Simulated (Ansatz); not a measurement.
Computed with Ansatz on PBE0-D4/def2-TZVP structures; ΔE is electronic, products minus reactants. CBS: MP2 limit from def2 TZ/QZ plus the TZ coupled-cluster correction, frozen cores. This one scheme is used for every species. Functionals use def2-TZVPP. B3LYP here is the variant with VWN-RPA as its local correlation; programs differ in this. Elements past krypton have def2 core potentials. For In outer-core shells are correlated without core-valence functions, which leaves a few kJ/mol of doubt a bond. Each species was taken in one conformer, which may not be the lowest.

Reaction (ligand exchange at the In–O bond): `[OH][InH][Cl]` + ethylmethylamine → `CC[N](C)[InH][Cl]` + H₂O

Question: Is it downhill or uphill in electronic energy at CCSD(T)/CBS, and by how much? (An estimate is asked.)

Answer: The calculation gave: Uphill: ΔE = +0.13 eV.

Question: What do these levels give: r2SCAN-D4, PBE0-D4, B3LYP-D4, ωB97X-V, B2PLYP, B3LYP, HF/def2-TZVPP, MP2/def2-TZVPP, CCSD(T)/def2-TZVPP, HF/def2-QZVPP, HF/CBS(def2), MP2/CBS(def2)? (Estimate.)

Answer: The calculation gave: r2SCAN-D4 0.27, PBE0-D4 0.22, B3LYP-D4 0.23, ωB97X-V 0.28, B2PLYP 0.29, B3LYP 0.38, HF/def2-TZVPP 0.47, MP2/def2-TZVPP 0.10, CCSD(T)/def2-TZVPP 0.15, HF/def2-QZVPP 0.46, HF/CBS(def2) 0.46, MP2/CBS(def2) 0.08 eV.

Largest T1 diagnostic among the species: 0.015.

In def2-TZVPP, CCSD(T) changes the Hartree–Fock value by −0.31 eV (the triples alone add −0.04 eV) and MP2 by −0.36 eV. The D4 term adds −0.15 eV with B3LYP and −0.08 eV with PBE0; it sums over pairs of atoms, weighted by their polarisabilities, and B3LYP, whose exchange is more repulsive, gets the larger term.
